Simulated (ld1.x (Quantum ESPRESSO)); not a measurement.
**An all-electron radial function and its pseudo partner (Cl)**

Columns: radius, all-electron u(r) and pseudo u(r) of the 3s shell (level -31.88 eV) of chlorine in the configuration [Ne] 3s2 3p4; LDA (PZ), non-relativistic, TM scheme, ld1.x (Quantum ESPRESSO) 7.5.

| r (bohr) | all-electron | pseudo |
| --- | --- | --- |
| 0.075 | 0.1935 | 0.0309 |
| 0.150 | -0.1256 | 0.0632 |
| 0.225 | -0.3727 | 0.0984 |
| 0.300 | -0.4534 | 0.1383 |
| 0.375 | -0.3991 | 0.1843 |
| 0.450 | -0.2613 | 0.2381 |
| 0.525 | -0.0828 | 0.3008 |
| 0.600 | 0.1061 | 0.3729 |
| 0.675 | 0.2862 | 0.4535 |
| 0.750 | 0.4467 | 0.5397 |
| 0.825 | 0.5825 | 0.6269 |
| 0.900 | 0.6920 | 0.7094 |
| 0.975 | 0.7758 | 0.7809 |
| 1.050 | 0.8359 | 0.8369 |
| 1.125 | 0.8751 | 0.8751 |
| 1.200 | 0.8959 | 0.8959 |
| 1.275 | 0.9016 | 0.9016 |
| 1.350 | 0.8947 | 0.8947 |
| 1.425 | 0.8779 | 0.8779 |
| 1.500 | 0.8532 | 0.8532 |
| 1.575 | 0.8226 | 0.8226 |
| 1.650 | 0.7877 | 0.7877 |
| 1.725 | 0.7500 | 0.7500 |
| 1.800 | 0.7105 | 0.7105 |
| 1.875 | 0.6702 | 0.6702 |
| 1.950 | 0.6297 | 0.6297 |

(1) How many radial nodes do the two functions have?

(2) At about which radius was the pseudo-wave matched?

(3) Where does each function peak?

(4) Is the pseudo-wave norm-conserving?

Answers

(1) The all-electron 3s function has n − l − 1 = 2; the pseudo-wave has 0, since the states of the same l below it are removed with the core.

(2) 1.25 bohr. The columns agree to 0.0005 from 1.12 bohr on; several derivatives are matched, so the curves merge somewhat inside the radius.

(3) Outermost all-electron maximum near 1.27 bohr, pseudo maximum near 1.27 bohr (to the table’s step).

(4) Yes: the TM scheme keeps the norm inside the radius equal to the all-electron one, which fixes the energy derivative of the logarithmic derivative at the level.
